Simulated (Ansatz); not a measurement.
Mulliken charges of CH₃NSe, SMILES `NC=[Se]` from B3LYP/def2-TZVPP in Ansatz (PBE0-D4/def2-TZVP geometry).

| atom | x (Å) | y (Å) | z (Å) | charge (e) |
| --- | --- | --- | --- | --- |
| N1 | -0.202 | -0.416 | 0.582 | -0.183 |
| C2 | 0.025 | 0.355 | -0.475 | -0.053 |
| Se3 | 1.617 | 0.715 | -1.184 | -0.231 |
| H4 | -1.132 | -0.577 | 0.931 | 0.169 |
| H5 | 0.576 | -0.854 | 1.050 | 0.180 |
| H6 | -0.883 | 0.778 | -0.904 | 0.118 |

Q: By hand: the dipole of these point charges (1 e Å = 4.8032 D).

A: Σ q r = (-0.530, -0.267, 0.432) e Å, of length 0.734 e Å = 3.53 D.

Q: How does the dipole of the full density compare? (Estimate.)

A: The calculation gave: (-0.683, -0.349, 0.563) e Å, 4.57 D; the point charges give 0.77 times that, at 0° from its direction.

Point charges leave out the atoms' own dipoles, such as those of lone pairs, and Mulliken's split depends on the basis, so the two needn't agree.

B3LYP here is the variant with VWN-RPA as its local correlation; programs differ in this.
